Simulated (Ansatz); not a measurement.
Reaction (formal exchange of groups at a Ge–O bond): `[OH][GeH]` + `CC` → `C[CH2][GeH]` + H₂O

Computed with Ansatz on PBE0-D4/def2-TZVP structures; ΔE is electronic, products minus reactants. CCSD(T)/CBS adds triple-zeta CCSD(T) − MP2 to the extrapolated MP2 energy (def2 sets, frozen cores). This one scheme is used for every species. DFT in def2-TZVPP. For Ge outer-core shells are correlated without core-valence functions, which leaves a few kJ/mol of doubt a bond. Scalar relativity is left out up to krypton.

| species | CAM-B3LYP energy (Eh) |
| --- | --- |
| `[OH][GeH]` | -2153.55660 |
| `CC` | -79.80650 |
| `C[CH2][GeH]` | -2156.87885 |
| H₂O | -76.43858 |

Question: Work out ΔE.

Answer: ΔE = (-2156.87885) + (-76.43858) − (-2153.55660) − (-79.80650) = 0.04567 Eh = +28.7 kcal/mol. CCSD(T)/CBS gives +24.1 kcal/mol.

Largest T1 diagnostic among the species: 0.016.

From r2SCAN to r2SCAN0 (25 % exact exchange), in def2-TZVPP and without D4, ΔE moves by −1.6 kcal/mol. The D4 term adds −1.7 kcal/mol with B3LYP and −0.9 kcal/mol with PBE0; it sums over pairs of atoms, weighted by their polarisabilities, and B3LYP, whose exchange is more repulsive, gets the larger term. In def2-TZVPP, CCSD(T) changes the Hartree–Fock value by −2.5 kcal/mol (the triples alone add +0.1 kcal/mol) and MP2 by −2.4 kcal/mol.

B3LYP here is the variant with VWN-RPA as its local correlation; programs differ in this.
